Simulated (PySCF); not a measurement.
CH4S, charge +1, doublet, at a GFN2-xTB geometry (a state made from the parent by changing its charge; the spin is typed, not shown lowest). Base run: PySCF with B3LYP/6-31G.

PySCF was given this input:
```python
from pyscf import gto, scf, dft, solvent

mol = gto.M(
    atom='''
C    -0.073882    1.119810    0.010353
S    -0.041344   -0.650098   -0.006703
H     1.309198   -0.804870    0.002888
H    -1.108580    1.459369    0.005168
H     0.444890    1.505535    0.894568
H     0.459297    1.522683   -0.857495
''',
    basis='6-31g',
    charge=1,
    spin=1,
    verbose=3,
)

mf = dft.UKS(mol)
mf.xc = 'b3lyp'
mf.kernel()
```

Each row names what was changed in the base input (with any setting that the change needs).

| change | ΔE vs base (kJ/mol) |
|---|---|
| base | 0.00 |
| model = IEF-PCM; solvent = water | -290.0 |
| model = IEF-PCM; solvent = toluene; lebedev_order = 41 | -168.4 |
| model = SS(V)PE; solvent = toluene | -163.8 |
| model = IEF-PCM; solvent = dimethylsulfoxide | -287.4 |
| model = IEF-PCM; solvent = toluene; lebedev_order = 11 | -167.7 |
| model = IEF-PCM; solvent = toluene; r_probe = 0.5 | -135.3 |
| model = IEF-PCM; solvent = toluene; vdw_scale = 1.1 | -184.2 |
| model = IEF-PCM; solvent = toluene; vdw_scale = 1.4 | -146.0 |
| model = IEF-PCM; solvent = n-hexane | -136.0 |
| model = COSMO; solvent = toluene | -140.0 |
| model = IEF-PCM; solvent = acetonitrile | -285.4 |

The base is the gas phase, so ΔE is the electrostatic part of solvation at a fixed geometry, without cavity and dispersion terms.

Open shells are given as the SCF converged; they aren't shown to be the lowest states, and a large step between rows can be another state.
